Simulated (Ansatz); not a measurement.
`[F][Ge]([F])[SeH]` radical, relaxed with UKS PBE-D4/def2-SVP in Ansatz 0.2.0 from a rough embedded geometry. The force threshold is 0.03 eV/Å; the program also tests the step.

The species carries charge 0 and has multiplicity 2.

Start:

```xyz
5

F     1.811   -0.449   -0.594
Ge    0.139   -0.894   -0.304
F    -0.810   -0.395   -1.673
Se   -0.701    0.194    1.557
H    -0.440    1.544    1.014
```

```csv
step,energy (eV),largest force (eV/Å),largest move (Å)
1,-127276.8175,0.962,0.000
2,-127276.9210,0.242,0.082
3,-127276.9293,0.158,0.055
4 (rejected),-127276.9291,0.185,0.044
5,-127276.9322,0.047,0.021
6,-127276.9324,0.034,0.008
7,-127276.9325,0.031,0.004
8,-127276.9325,0.019,0.006
9,-127276.9326,0.015,0.008
10,-127276.9329,0.088,0.057
11,-127276.9332,0.175,0.059
12,-127276.9343,0.177,0.011
13,-127276.9404,0.593,0.193
14,-127276.9782,0.167,0.149
15,-127276.9870,0.112,0.071
16,-127277.0009,0.475,0.194
17,-127277.0197,0.221,0.200
18,-127277.0270,0.188,0.200
19,-127277.0364,0.050,0.105
20,-127277.0380,0.033,0.046
21,-127277.0384,0.088,0.068
22,-127277.0387,0.069,0.035
23,-127277.0391,0.022,0.021
```

End:

```xyz
5

F     1.603    0.069   -0.944
Ge    0.181   -0.766   -0.310
F    -0.825   -1.040   -1.733
Se   -1.101    0.715    1.116
H     0.142    1.022    1.871
```

Run time 33 s (4 threads of an Arm Neoverse V1 on a shared host); peak host memory 0.18 GiB.
